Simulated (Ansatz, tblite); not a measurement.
Cost and result up the ladder for (HCd-mu-Br)2 (Cd2H2Br2) (6 atoms). Charge 0, multiplicity 1. Geometry: r2SCAN-D4/def2-SVP.

Cartesian coordinates in Å:
```
Cd 1.542 0.705 -0.838
H 2.909 1.336 -1.560
Br -0.992 1.489 -0.573
Cd -1.542 -0.704 0.839
H -2.898 -1.316 1.597
Br 0.981 -1.510 0.535
```

Ansatz on 4 threads of Arm Neoverse V1 on a shared host; xTB runs through tblite on one thread. Times are rough, summed over both states, and most runs start from the orbitals of an earlier one. PBE0-D4/def2-TZVP serves as the yardstick here, not as an exact answer. The other state is a triplet.

In the def2 sets Cd takes a core potential; there is no spin–orbit coupling. The xTB rows come from tblite. HOMO above LUMO, or a gap near zero within one spin, warns that the state may not be the lowest or that an electron is smeared out.

xTB has no spin-polarisation term.

```tsv
level	functions	wall time	vertical triplet (eV)	difference from PBE0-D4/def2-TZVP (eV)	remarks
GFN1-xTB	30	0.008 s	5.64	0.47	–
GFN2-xTB	28	0.009 s	6.37	1.20	–
PBE-D4/def2-TZVP	188	11 s	4.76	-0.41	gap within one spin near zero (triplet)
PBE0-D4/def2-TZVP	188	21 s	5.17	0.00	–
r2SCAN-D4/def2-TZVP	188	23 s	5.02	-0.15	–
```
